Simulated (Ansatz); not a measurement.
Geometry optimisation, Ansatz, UKS PBE-D4/def2-SVP.

Input:

```yaml
crystal:
  periodic: [false, false, false]
  atoms:
    - { symbol: "N", position_ang: [-0.5623, 0.2516, -0.5005] }
    - { symbol: B, position_ang: [-0.3096, -0.7025, 0.5957] }
    - { symbol: Br, position_ang: [1.5317, -1.3411, 0.8983] }
    - { symbol: H, position_ang: [-0.9066, 1.1679, -0.0544] }
    - { symbol: H, position_ang: [0.2967, 0.5505, -0.9805] }
magnetization:
  spin_polarized: true
  initial_magnetization: 1
basis:
  gaussian: { orbitals: def2-SVP }
hamiltonian:
  xc: pbe
  dispersion: d4
relax:
  f_tol: 0.015
  max_steps: 40
output:
  orbitals: {}
```

Run as:

```bash
$ ansatz run input.yaml --threads 1 --pin off --max-ram 2048MiB --backend cpu --events-out ev --progress --plain --runs-dir out
```

**Question.** Where does it end, and by what steps?

**Answer.** The run converged. After 8 steps the energy has fallen by 0.616 eV; H4 moved furthest, 0.44 Å.

```json
{"step": "0", "energy less start (eV)": "0.0000", "largest force component (eV/Å)": "2.567", "accepted": "yes"}
{"step": "1", "energy less start (eV)": "-0.2867", "largest force component (eV/Å)": "1.973", "accepted": "yes"}
{"step": "2", "energy less start (eV)": "-0.5758", "largest force component (eV/Å)": "0.661", "accepted": "yes"}
{"step": "3", "energy less start (eV)": "-0.6088", "largest force component (eV/Å)": "0.418", "accepted": "yes"}
{"step": "4", "energy less start (eV)": "-0.6154", "largest force component (eV/Å)": "0.153", "accepted": "yes"}
{"step": "5", "energy less start (eV)": "-0.6149", "largest force component (eV/Å)": "0.071", "accepted": "no"}
{"step": "6", "energy less start (eV)": "-0.6156", "largest force component (eV/Å)": "0.081", "accepted": "yes"}
{"step": "7", "energy less start (eV)": "-0.6162", "largest force component (eV/Å)": "0.031", "accepted": "yes"}
{"step": "8", "energy less start (eV)": "-0.6162", "largest force component (eV/Å)": "0.003", "accepted": "yes"}
```

```xyz
5
Properties=species:S:1:pos:R:3
N -0.360 0.426 -0.270
B -0.126 -0.518 0.718
Br 1.456 -1.598 0.841
H -1.217 0.980 -0.299
H 0.296 0.636 -1.032
```

Whether the end is a true minimum wasn't checked by a vibrational analysis.

Run time: 42 s on 1 thread of Intel(R) Xeon(R) Processor @ 2.50GHz (Skylake/Cascade Lake) (shared host), peak memory 0.15 GiB.
